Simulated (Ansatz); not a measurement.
Reaction (ligand exchange at the Si–N bond): `O=C=N[SiH2]F` + `OC[SeH]` → `F[SiH2]OC[SeH]` + `N=C=O`

Program: Ansatz. Geometries: PBE0-D4/def2-TZVP. ΔE: electronic, gas phase. CBS: MP2 limit from def2 TZ/QZ plus the TZ coupled-cluster correction, frozen cores. This one scheme is used for every species. DFT in def2-TZVPP. For Se outer-core shells are correlated without core-valence functions, which leaves a few kJ/mol of doubt a bond. Scalar relativity is left out up to krypton. One conformer a species, not always the lowest.

`O=C=N[SiH2]F`:

Cartesian coordinates in Å:
```
O -0.835 -2.347 1.682
C -0.423 -1.448 1.074
N 0.030 -0.527 0.463
Si 0.295 0.794 -0.565
F -1.052 1.129 -1.343
H 0.662 1.969 0.248
H 1.323 0.431 -1.558
```

`OC[SeH]`:

Z-matrix (Å, degrees):
```
C
Se 1 1.972
O 1 1.389 2 115.1
H 1 1.089 2 105.2 3 -117.8
H 1 1.093 2 106.5 3 126.5
H 2 1.469 1 94.9 3 -93.9
H 3 0.961 1 109.0 2 57.7
```

`F[SiH2]OC[SeH]`:

Z-matrix (Å, degrees):
```
Si
O 1 1.635
F 1 1.596 2 109.6
H 1 1.476 2 104.9 3 -116.8
H 1 1.476 2 113.1 3 119.8
C 2 1.392 1 128.1 3 -48.5
Se 6 1.963 2 115.7 1 -45.7
H 6 1.088 2 108.4 1 -167.2
H 6 1.093 2 111.3 1 72.5
H 7 1.469 6 94.6 2 -70.1
```

`N=C=O`:

Cartesian coordinates in Å:
```
N -0.076 0.263 0.715
C -0.222 -0.112 -0.424
O -0.500 -0.443 -1.501
H 0.798 0.292 1.210
```

```
         species  RPA@PBE/def2-TZVPP energy (Eh)
  `O=C=N[SiH2]F`                      -558.33852
       `OC[SeH]`                     -2515.98022
`F[SiH2]OC[SeH]`                     -2905.64996
         `N=C=O`                      -168.67329
```

Problem. Work out ΔE.

Solution. ΔE = (-2905.64996) + (-168.67329) − (-558.33852) − (-2515.98022) = -0.00451 Eh = -11.8 kJ/mol. CCSD(T)/CBS gives -9.3 kJ/mol.

Largest T1 diagnostic among the species: 0.018.

At CCSD(T), def2-SVP lies +4.7 kJ/mol from the extrapolated value and def2-TZVPP +0.2 kJ/mol. The D4 term adds −6.8 kJ/mol with B3LYP and −3.7 kJ/mol with PBE0; it sums over pairs of atoms, weighted by their polarisabilities, and B3LYP, whose exchange is more repulsive, gets the larger term. Leaving LDA and LC-ωPBE aside and taking each functional with its dispersion term where it has one, the values, not all of them listed here, spread over 7.3 kJ/mol, from BLYP-D4 to PBE-QIDH. LDA lies −6.1 kJ/mol from PBE without D4.

B3LYP here is the variant with VWN-RPA as its local correlation; programs differ in this.
